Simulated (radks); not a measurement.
Question: Species: In XLI. Configuration: [He] 2s2 2p5 (the NIST ground configuration). Calculated with a radial shooting solver on a logarithmic mesh with Libxc functionals: non-relativistic Kohn-Sham, LB94 model potential, spin-polarised, spherical densities, point nucleus; open shells are filled with parallel spins first (spin-orbit coupling, left out, can overturn this in heavy ions); relativity is left out, which matters for an element this heavy. Some entries of the table are withheld. Estimate them.

orbital,occ.,eigenvalue (eV),<r^2> (bohr^2),<1/r> (bohr^-1)
1s down,1,-29692.06,0.001282,48.56
1s up,1,-29689.87,0.001282,48.55
2s up,1,-6489.684,0.01998,11.37
2s down,1,-6475.676,0.02001,11.36
2p up,3,-6283.402,(1),(2)
2p down,2,-6269.107,(3),(4)
3s up,0,-2747.399,0.1058,4.857
3s down,0,-2743.212,0.1060,4.851
3p up,0,-2681.418,(5),4.826
3p down,0,-2677.223,(6),4.821

Answer: 
(1) 2p up <r^2> (bohr^2): 0.01489
(2) 2p up <1/r> (bohr^-1): 11.36
(3) 2p down <r^2> (bohr^2): 0.01491
(4) 2p down <1/r> (bohr^-1): 11.36
(5) 3p up <r^2> (bohr^2): 0.09592
(6) 3p down <r^2> (bohr^2): 0.09614
